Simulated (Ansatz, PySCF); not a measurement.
Bond stretch in H2Be, SMILES [BeH2], singlet. The Be1–H3 bond (Be1 also carries H; H3 carries nothing else) is stretched with both fragments frozen at the PBE0/def2-TZVP optimised geometry.

UHF/cc-pVTZ (PySCF); RHF/cc-pVTZ (PySCF); UKS-B3LYP = unrestricted B3LYP/cc-pVTZ in PySCF; RKS-B3LYP = restricted B3LYP/cc-pVTZ (PySCF); UKS-TPSSh = unrestricted TPSSh/cc-pVTZ run with PySCF 2.14.0; RKS-TPSSh = restricted TPSSh/cc-pVTZ in PySCF; UKS-PBE = unrestricted PBE/cc-pVTZ (Ansatz, a first-principles code); RKS-PBE = restricted PBE/cc-pVTZ (Ansatz); UKS-B3LYP/6-31G* = unrestricted B3LYP/6-31G*, spherical d in PySCF; RKS-B3LYP/6-31G* = restricted B3LYP/6-31G*, spherical d run with PySCF; UKS-LDA (SVWN5)/6-31G* = unrestricted LDA (SVWN5)/6-31G*, spherical d in PySCF; RKS-LDA (SVWN5)/6-31G* = PySCF with restricted LDA (SVWN5)/6-31G*, spherical d.

Scanned distances (Å): 0.99, 1.08, 1.11, 1.20, 1.26, 1.32, 1.34, 1.38, 1.43, 1.47, 1.57, 1.64, 1.80, 2.00, 2.21, 2.39, 2.64, 2.99, 3.23, 3.66, 4.07, 4.71.

Task: Where does the unrestricted solution first break spin symmetry (<S²> of 0.01 or more)?

Result: UHF: between 2.00 and 2.21 Å; UKS-B3LYP: between 2.39 and 2.64 Å; UKS-TPSSh: between 2.21 and 2.39 Å; UKS-PBE: between 2.39 and 2.64 Å; UKS-B3LYP/6-31G*: between 2.39 and 2.64 Å; UKS-LDA (SVWN5)/6-31G*: between 2.64 and 2.99 Å.

| R / Å | <S²> UHF | E(RHF) − E(UHF) / kcal/mol | <S²> UKS-B3LYP | E(RKS-B3LYP) − E(UKS-B3LYP) / kcal/mol | <S²> UKS-TPSSh | E(RKS-TPSSh) − E(UKS-TPSSh) / kcal/mol | <S²> UKS-PBE | E(RKS-PBE) − E(UKS-PBE) / kcal/mol | <S²> UKS-B3LYP/6-31G* | E(RKS-B3LYP/6-31G*) − E(UKS-B3LYP/6-31G*) / kcal/mol | <S²> UKS-LDA (SVWN5)/6-31G* | E(RKS-LDA (SVWN5)/6-31G*) − E(UKS-LDA (SVWN5)/6-31G*) / kcal/mol |
|---|---|---|---|---|---|---|---|---|---|---|---|---|
| 0.99 | 0.00 | 0.0 | 0.00 | 0.0 | 0.00 | 0.0 | 0.00 | 0.0 | 0.00 | 0.0 | 0.00 | 0.0 |
| 1.08 | 0.00 | 0.0 | 0.00 | 0.0 | 0.00 | 0.0 | 0.00 | 0.0 | 0.00 | 0.0 | 0.00 | 0.0 |
| 1.11 | 0.00 | 0.0 | 0.00 | 0.0 | 0.00 | 0.0 | 0.00 | 0.0 | 0.00 | 0.0 | 0.00 | 0.0 |
| 1.20 | 0.00 | 0.0 | 0.00 | 0.0 | 0.00 | 0.0 | 0.00 | 0.0 | 0.00 | 0.0 | 0.00 | 0.0 |
| 1.26 | 0.00 | 0.0 | 0.00 | 0.0 | 0.00 | 0.0 | 0.00 | 0.0 | 0.00 | 0.0 | 0.00 | 0.0 |
| 1.32 | 0.00 | 0.0 | 0.00 | 0.0 | 0.00 | 0.0 | 0.00 | 0.0 | 0.00 | 0.0 | 0.00 | 0.0 |
| 1.34 | 0.00 | 0.0 | 0.00 | 0.0 | 0.00 | 0.0 | 0.00 | 0.0 | 0.00 | 0.0 | 0.00 | 0.0 |
| 1.38 | 0.00 | 0.0 | 0.00 | 0.0 | 0.00 | 0.0 | 0.00 | 0.0 | 0.00 | 0.0 | 0.00 | 0.0 |
| 1.43 | 0.00 | 0.0 | 0.00 | 0.0 | 0.00 | 0.0 | 0.00 | 0.0 | 0.00 | 0.0 | 0.00 | 0.0 |
| 1.47 | 0.00 | 0.0 | 0.00 | 0.0 | 0.00 | 0.0 | 0.00 | 0.0 | 0.00 | 0.0 | 0.00 | 0.0 |
| 1.57 | 0.00 | 0.0 | 0.00 | 0.0 | 0.00 | 0.0 | 0.00 | 0.0 | 0.00 | 0.0 | 0.00 | 0.0 |
| 1.64 | 0.00 | 0.0 | 0.00 | 0.0 | 0.00 | 0.0 | 0.00 | 0.0 | 0.00 | 0.0 | 0.00 | 0.0 |
| 1.80 | 0.00 | 0.0 | 0.00 | 0.0 | 0.00 | 0.0 | 0.00 | 0.0 | 0.00 | 0.0 | 0.00 | 0.0 |
| 2.00 | 0.00 | 0.0 | 0.00 | 0.0 | 0.00 | 0.0 | 0.00 | 0.0 | 0.00 | 0.0 | 0.00 | 0.0 |
| 2.21 | 0.24 | 1.0 | 0.00 | 0.0 | 0.00 | 0.0 | 0.00 | 0.0 | 0.00 | 0.0 | 0.00 | 0.0 |
| 2.39 | 0.50 | 5.8 | 0.00 | 0.0 | 0.02 | 0.0 | 0.00 | 0.0 | 0.00 | 0.0 | 0.00 | 0.0 |
| 2.64 | 0.72 | 15.7 | 0.21 | 0.6 | 0.38 | 2.0 | 0.01 | 0.0 | 0.26 | 1.0 | 0.00 | 0.0 |
| 2.99 | 0.88 | 31.4 | 0.59 | 5.8 | 0.63 | 8.8 | 0.54 | 3.3 | 0.63 | 7.0 | 0.39 | 1.5 |
| 3.23 | 0.93 | 41.9 | 0.75 | 10.5 | 0.73 | 13.7 | 0.73 | 7.2 | 0.78 | 12.4 | 0.62 | 4.7 |
| 3.66 | 0.98 | 58.4 | 0.90 | 18.9 | 0.84 | 21.7 | 0.92 | 14.7 | 0.92 | 21.7 | 0.83 | 11.4 |
| 4.07 | 0.99 | 71.3 | 0.96 | 25.6 | 0.90 | 27.8 | 0.98 | 20.8 | 0.97 | 29.2 | 0.93 | 17.1 |
| 4.71 | 1.00 | 86.5 | 0.99 | 33.0 | 0.94 | 34.1 | 1.00 | 27.0 | 1.00 | 37.4 | 0.99 | 23.3 |
